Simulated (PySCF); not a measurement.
C2H6S, charge +1, doublet, at a GFN2-xTB geometry (a state made from the parent by changing its charge; the spin is typed, not shown lowest). Base run: PySCF with PBE/6-31G.

Geometry (Å):
```xyz
9

C      1.2809     0.2117     0.6834
S      0.0150     0.2832    -0.5666
C     -1.3039    -0.6463     0.1860
H      1.5423    -0.8237     0.9048
H      2.1577     0.7407     0.3169
H      0.9323     0.6789     1.6054
H     -0.9849    -1.6713     0.3798
H     -2.1530    -0.6523    -0.4936
H     -1.5963    -0.1963     1.1354
```
Charge +1, spin multiplicity 2.
Orbitals are unrestricted.
All else is at PySCF's defaults.

Each row names what was changed in the base input (with any setting that the change needs).

| change | basis functions | E (Eh) | HOMO (eV) |
|---|---|---|---|
| base | 43 | -477.33793 | -13.47 |
| basis = cc-pVDZ-DK; relativity = none | 76 | -477.16261 | -13.34 |
| basis = cc-pVDZ-DK; relativity = spin-free X2C; nucleus = Gaussian (with nucmod='G') | 76 | -478.52903 | -13.33 |
| basis = x2c-TZVPall; relativity = none | 135 | -477.28038 | -13.33 |
| basis = cc-pVDZ-DK; relativity = spin-free X2C | 76 | -478.52939 | -13.33 |
| basis = x2c-TZVPall; relativity = spin-free X2C; nucleus = Gaussian (with nucmod='G') | 135 | -478.57759 | -13.32 |
| basis = x2c-SVPall; relativity = spin-free X2C | 76 | -478.32937 | -13.41 |
| basis = x2c-TZVPall; relativity = spin-free X2C | 135 | -478.57794 | -13.32 |
| basis = x2c-SVPall; relativity = none | 76 | -477.09882 | -13.42 |
| basis = x2c-SVPall; relativity = spin-free X2C; nucleus = Gaussian (with nucmod='G') | 76 | -478.32905 | -13.41 |

Totals shift with the method and basis; they matter in differences.

Open shells are given as the SCF converged; they aren't shown to be the lowest states, and a large step between rows can be another state.

Basis sets contracted for a relativistic Hamiltonian are a mismatch without it, so the rows without relativity aren't non-relativistic limits. No row has spin-orbit coupling; sets with core potentials leave out the core electrons.
